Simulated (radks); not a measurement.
Results of a calculation; reference values are marked as such.
All-electron atom: H I in 2p1 (not the ground configuration).

Code: a radial shooting solver on a logarithmic mesh with Libxc functionals. Model: scalar-relativistic Kohn-Sham, LDA (Slater exchange, Perdew-Wang correlation), spin-polarised, spherical densities, point nucleus; open shells are filled with parallel spins first.

Energy parts (hartree):
part                    energy
total                 -0.12417
kinetic                0.11894
electron-nucleus      -0.24385
Hartree                0.08889
exchange-correlation  -0.08815

Orbitals (lengths in bohr, moments of r in powers of bohr; r(90%) holds 90 % of the orbital's charge):
[
 {"orbital": "2p up", "occ.": "1", "eigenvalue (hartree)": "-0.06292", "r(90%)": "8.13", "<r^4>": "1819", "<1/r>": "0.2439", "<r^2>": "31.23"}
]

The highest occupied level is 2p up at -1.712 eV. Summed over all electrons, <r^2> = 31.23 bohr^2, which gives a Langevin (diamagnetic) susceptibility term of -24.7 x 10^-6 cm^3/mol.
